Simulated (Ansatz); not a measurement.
The same substitution along the group B, Al, Ga.

Computed with Ansatz on PBE0-D4/def2-TZVP structures; ΔE is electronic, products minus reactants. CBS: MP2 limit from def2 TZ/QZ plus the TZ coupled-cluster correction, frozen cores. This one scheme is used for every species. Functionals use def2-TZVPP. For Ga, Ge outer-core shells are correlated without core-valence functions, which leaves a few kJ/mol of doubt a bond. Scalar relativity is left out up to krypton.

| reaction | PBE0-D4 (kJ/mol) | ωB97X-V (kJ/mol) | r2SCAN-D4 (kJ/mol) | CCSD(T)/CBS(def2) (kJ/mol) |
| --- | --- | --- | --- | --- |
| `B[CH2][GeH3]` + HCl → `Cl[CH2][GeH3]` + BH₃ | 109 | 100 | 110 | 105 |
| `[AlH2][CH2][GeH3]` + HCl → `Cl[CH2][GeH3]` + `[AlH3]` | 87 | 81 | 90 | 89 |
| `[GaH2][CH2][GeH3]` + HCl → `Cl[CH2][GeH3]` + `[GaH3]` | 74 | 69 | 75 | 82 |

Largest T1 diagnostic: 0.013, for `[GaH3]`.
